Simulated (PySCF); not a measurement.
**Relaxation of quintet PdH₃⁺**

Method: PySCF, UPBE0, basis Pd def2-TZVP with ECP28, H def2-TZVP (scalar-relativistic core potentials, no spin–orbit coupling, density fitting). A (50,194) grid was used.

A start at or just off a symmetric point, pushed along the force that breaks its symmetry, of C2v symmetry, free to break it:

Coordinates in bohr (charge 1 multiplicity 5):
```
Pd   -0.0036    0.0000    0.0000
H     3.5961    0.0000    0.0000
H    -1.6109    2.9839    0.0000
H    -1.6109   -2.9839    0.0000
```

Optimiser trace:
```json
{"step": "0", "E − E(last) (kJ/mol)": "20.47", "largest gradient (Eh/bohr)": "0.01304"}
{"step": "1", "E − E(last) (kJ/mol)": "18.09", "largest gradient (Eh/bohr)": "0.01294"}
{"step": "2", "E − E(last) (kJ/mol)": "10.33", "largest gradient (Eh/bohr)": "0.00813"}
{"step": "3", "E − E(last) (kJ/mol)": "8.00", "largest gradient (Eh/bohr)": "0.00740"}
{"step": "4", "E − E(last) (kJ/mol)": "3.72", "largest gradient (Eh/bohr)": "0.00412"}
{"step": "5", "E − E(last) (kJ/mol)": "2.37", "largest gradient (Eh/bohr)": "0.00371"}
{"step": "6", "E − E(last) (kJ/mol)": "0.89", "largest gradient (Eh/bohr)": "0.00170"}
{"step": "7", "E − E(last) (kJ/mol)": "0.23", "largest gradient (Eh/bohr)": "0.00139"}
{"step": "8", "E − E(last) (kJ/mol)": "0.05", "largest gradient (Eh/bohr)": "0.00062"}
{"step": "9", "E − E(last) (kJ/mol)": "0.00", "largest gradient (Eh/bohr)": "0.00004"}
```

It ends at C2v with Pd–H 1.714 Å (×2); H–Pd–H 152.5°. The molecule has come apart into PdH₂ + H. A frequency run shows a minimum.

Final geometry:
```xyz
4
charge 1 multiplicity 5, angstrom
Pd   -0.0169    0.0000    0.0000
H     2.6234    0.0000    0.0029
H    -0.4249    1.6649   -0.0005
H    -0.4249   -1.6649   -0.0005
```

Other spin states or occupations of the open shell can lie lower. At this level a singlet minimum of Cs symmetry lies 562 kJ/mol below this structure.
